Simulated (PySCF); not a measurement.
An element was calculated at PBE0 (PySCF 2.14, ECP, a triple-zeta basis, no spin-orbit coupling), in the ground configurations that NIST lists.

| Property | Result |
| --- | --- |
| electron affinity | 1.681 eV |
| first ionisation energy | 8.637 eV |
| second ionisation energy | 17.750 eV |
| third ionisation energy | 29.116 eV |
| polarisability of the atom | 50.6 bohr³ |

Which element is it?

Iridium (Ir, Z = 77), in aug-cc-pVTZ-PP with one added diffuse shell each of s, p, d, f, g type with ECP60MDF. NIST lists 8.967, 17 ± 0.3, 28 ± 1.6 eV for these ionisation energies.
